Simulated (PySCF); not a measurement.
## Sc (scandium, neutral): UHF calculation

Configuration: [Ar] 3d1 4s2, 2D determinant. Calculation: PySCF 2.14, in aug-cc-pVTZ; no relativity, point nucleus.

* Total energy: -759.739645 hartree
* One-electron energy: -1040.1755 hartree
* Hartree (Coulomb) energy: 318.4915 hartree
* Exchange energy: -38.0556 hartree
* Kinetic energy: 759.77560 hartree
* ⟨S²⟩: 0.7620
* ⟨L²⟩: 6.054
* Sum of ⟨r⟩: 21.47 bohr
* Sum of ⟨r²⟩: 53.11 bohr²
* Traceless quadrupole moment −½Σ⟨3z² − r²⟩ along its main axis: 0.204 e·bohr²
* Density at the nucleus (Gaussians lack the cusp): 6140 bohr⁻³
* Spin density at the nucleus: 0.0851 bohr⁻³
* Langevin diamagnetic susceptibility: -42.1 ×10⁻⁶ cm³/mol

| shell | electrons | mean orbital energy (hartree) | spread (hartree) | rms radius, mean of both spins (bohr) |
| --- | --- | --- | --- | --- |
| 1s β | 1 | -165.89759 | 0 | 0.0852 |
| 1s α | 1 | -165.89748 | 0 | 0.0852 |
| 2s α | 1 | -19.08566 | 0 | 0.373 |
| 2s β | 1 | -19.07290 | 0 | 0.373 |
| 2p α | 3 | -15.67322 | 0.00260 | 0.341 |
| 2p β | 3 | -15.66051 | 0.01793 | 0.341 |
| 3s α | 1 | -2.59372 | 0 | 1.16 |
| 3s β | 1 | -2.53936 | 0 | 1.16 |
| 3p α | 3 | -1.60819 | 0.03771 | 1.27 |
| 3p β | 3 | -1.53966 | 0.05388 | 1.27 |
| 3d α | 1 | -0.35150 | 0 | 1.90 |
| 4s α | 1 | -0.21619 | 0 | 4.25 |
| 4s β | 1 | -0.20457 | 0 | 4.25 |

Spin-orbit constants ζ (cm⁻¹) from the X2C one-electron operator on these orbitals (non-relativistic here): bare nucleus, nucleus screened by l(l+1)(2l+1)/3 electrons, and screened by the Breit-Pauli mean field of the electrons.

| shell | bare | screened nucleus | mean field |
| --- | --- | --- | --- |
| 2p | 26230 | 23730 | 22570 |
| 3p | 2690 | 2433 | 2295 |
| 3d | 174.9 | 91.60 | 76.22 |

To first order the Landé constant is A = 76.22 cm⁻¹, so the lowest level has J = 3/2 and lies 0.0142 eV below the centre of the term.
